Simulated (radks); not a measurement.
Species: Fe4+. Configuration: [Ar] 3d4 (the NIST ground configuration). Calculated with a radial shooting solver on a logarithmic mesh with Libxc functionals: non-relativistic Kohn-Sham, PBE, spin-unpolarised, spherical densities, point nucleus.

Normalised radial functions P(r) = r R(r), r in bohr:

r	3p	3d
0.002461	0.0012	0.0000
0.003104	0.0019	0.0000
0.003946	0.0030	0.0000
0.004976	0.0047	0.0000
0.006326	0.0074	0.0000
0.008042	0.0117	0.0001
0.01014	0.0181	0.0002
0.01289	0.0283	0.0003
0.01626	0.0430	0.0007
0.02067	0.0657	0.0013
0.02607	0.0975	0.0025
0.03314	0.1438	0.0049
0.04212	0.2070	0.0093
0.05312	0.2858	0.0171
0.06753	0.3835	0.0315
0.08517	0.4851	0.0552
0.1083	0.5779	0.0959
0.1376	0.6254	0.1602
0.1736	0.5870	0.2523
0.2207	0.4191	0.3830
0.2783	0.1169	0.5410
0.3538	-0.3082	0.7219
0.4497	-0.7534	0.8904
0.5672	-1.0769	1.0034
0.721	-1.1880	1.0278
0.9093	-1.0565	0.9462
1.156	-0.7576	0.7705
1.458	-0.4414	0.5535
1.853	-0.1947	0.3337
2.356	-0.0623	0.1626
2.971	-0.0141	0.0619

3p: eigenvalue -117.51 eV, 1 radial node at r = 0.299 bohr, <r> = 0.832 bohr, 90 % of the charge inside 1.27 bohr. 3d: eigenvalue -63.709 eV, 0 radial nodes, <r> = 0.918 bohr, 90 % of the charge inside 1.51 bohr.
